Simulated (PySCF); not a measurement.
From results back to the method.

[(F)2Al]2NH.
Cartesian coordinates in Å at the PBE0-D3(BJ)/def2-SVP level; atoms count from 1:
```xyz
8
Al2F4HN angstrom
Al     0.507   -0.794   -1.349
F      0.073   -0.933   -2.938
F      1.825   -1.632   -0.815
N     -0.437    0.229   -0.258
Al    -0.248    0.654    1.449
F      1.035    0.111    2.335
F     -1.367    1.619    2.189
H     -1.251    0.660   -0.697
```

The closed-shell ground state was solved 3 times with PySCF (density fitting, gas phase), always in the pcSseg-1 (pcSseg-2 on Al) basis (176 functions), with these functionals: B3LYP, PBE and PBE0.

```json
{"row": "P", "total energy (Eh)": "-940.0397", "HOMO (eV)": "-8.64", "LUMO (eV)": "-1.71", "dipole (D)": "1.87"}
{"row": "Q", "total energy (Eh)": "-939.3159", "HOMO (eV)": "-8.94", "LUMO (eV)": "-1.38", "dipole (D)": "1.88"}
{"row": "R", "total energy (Eh)": "-939.2785", "HOMO (eV)": "-7.47", "LUMO (eV)": "-2.24", "dipole (D)": "1.81"}
```

Question: Which functional belongs to which row?

Answer: P = B3LYP, Q = PBE0, R = PBE. By rising HOMO–LUMO gap: PBE (GGA) 5.23 eV; B3LYP (global hybrid, 20 % exact exchange) 6.93 eV; PBE0 (global hybrid, 25 % exact exchange) 7.56 eV. Total energies of different functionals aren't bounds to one another; each is stationary for its own functional.
